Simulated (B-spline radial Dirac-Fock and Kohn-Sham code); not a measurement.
Isotope-shift constants of the inner levels of Ge

System: atomic germanium, configuration [Ar] 3d10 4s2 4p2.

Calculated with a radial atomic solver, using first-order field-shift and mass-shift constants from Dirac-Fock ground and hole states with a Fermi nucleus; the mass shift has no relativistic recoil terms. A binding energy shifts by δE = F·δ⟨r²⟩ + (K_N + K_S)·δ(1/M); F is taken for a change of radius at fixed skin thickness and so holds the higher radial moments.

```
     level  F (meV/fm²)  K_N (meV u)  K_S (meV u)
    K (1s)       -8.759        -6108         2454
   L1 (2s)      -0.8737       -783.5       -216.1
L2 (2p1/2)      0.06952       -690.9        779.5
L3 (2p3/2)      0.07457       -673.4        735.9
   M1 (3s)      -0.1297       -106.2       -77.93
M2 (3p1/2)      0.01363       -75.12        82.09
M3 (3p3/2)      0.01443       -72.74        72.06
M4 (3d3/2)      0.01030       -20.13        50.37
M5 (3d5/2)      0.01020       -19.81        49.59
```

Line shifts in meV from A = 74 (mass 73.9212 u, rms radius 4.0742 fm); radii from Angeli and Marinova (2013).

```
 A  mass (u)  radius (fm)    Kα1    Kα2    Kβ1    Lα1
70   69.9242       4.0414  -0.52  -0.54  -0.49  +0.01
72   71.9221       4.0576  -0.20  -0.22  -0.19   0.00
73   72.9235       4.0632  +0.10  +0.10  +0.11   0.00
76   75.9214       4.0811      ?      ?      ?      ?
```

Question: What are the shifts for A = 76?

Answer: Kα1 +0.83 meV (field -0.50, mass +1.32); Kα2 +0.84 meV (field -0.50, mass +1.33); Kβ1 +0.81 meV (field -0.49, mass +1.30); Lα1 -0.01 meV (field 0.00, mass -0.01).
